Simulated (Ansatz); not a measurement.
Input for Ansatz (an electronic-structure program): R-CCSD(T)/cc-pV(D+d)Z on ClH2NSi (SMILES N[Si]Cl), a point of a torsion scan. Files ending in .json are basis or fitting sets from the Basis Set Exchange.

Ansatz 0.2 input:
```yaml
crystal:
  periodic: [false, false, false]
  atoms:
    - {symbol: N, position_ang: [-0.78675912, -0.09546855, 0.20644360]}
    - {symbol: Si, position_ang: [0.71552063, -0.93162245, 0.37754765]}
    - {symbol: Cl, position_ang: [1.07604570, -0.50129964, 2.38138755]}
    - {symbol: H, position_ang: [-0.85908346, 0.89848685, 0.37739461]}
    - {symbol: H, position_ang: [-1.37530934, -0.33697319, -0.57748250]}
basis:
  gaussian:
    orbitals: cc-pV_D+d_Z.json
magnetization: {spin_polarized: false}
correlation: {method: ccsd_t, electrons: outside_noble_gas}
scf: {lower_state_search: off}
```

**Question.** Predict the final total energy.

**Answer.** -804.5375 hartree (reference determinant -804.1012, T1 diagnostic 0.015).
